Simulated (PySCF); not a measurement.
Input file for PySCF: U-B3LYP/LANL2DZ on CH5GaO (SMILES [CH3][GaH][OH]), a point of a bond scan (R = 3.141 Å).

```python
from pyscf import gto, scf, dft, mp
from pyscf.data.elements import chemcore

mol = gto.M(
    atom='''
    Ga   -0.20387702   -0.20087746   -0.18794731
    H    -2.04426866   -2.16225992   -1.80932619
    C     0.23367618    1.68484976   -0.52349908
    H     0.71008193    1.79959260   -1.49873918
    H     0.90792671    2.05496810    0.24752430
    H    -0.67239606    2.29332646   -0.52678867
    O     0.58916424   -0.88060294    1.28534330
    H     0.38327687   -1.80339226    1.46125511
    ''',
    basis='lanl2dz',
    ecp={'Ga': 'lanl2dz'},
    charge=0, spin=0, verbose=3, max_memory=1800)
mf = dft.UKS(mol, xc='b3lyp')
mf.conv_tol = 1e-8
mf.max_cycle = 100
mf.init_guess_breaksym = True
mf.kernel()
if not mf.converged:
    mf = mf.newton().run(mf.mo_coeff, mf.mo_occ)
for _ in range(4):
    mo, _, stable, _ = mf.stability(return_status=True)
    if stable:
        break
    mf.kernel(mf.make_rdm1(mo, mf.mo_occ))
```

Program output:

```
converged SCF energy = -118.301817469029  <S^2> = 5.9294791e-12  2S+1 = 1
<class 'pyscf.dft.uks.UKS'> wavefunction has an internal instability
converged SCF energy = -118.312314142115  <S^2> = 0.63219495  2S+1 = 1.8785047
<class 'pyscf.dft.uks.UKS'> wavefunction is stable in the internal stability analysis
```

The calculation finished and met its thresholds. Its determinant has ⟨S²⟩ = 0.63, a mixture of spin states.

Cost: around 60 core-seconds (rough).
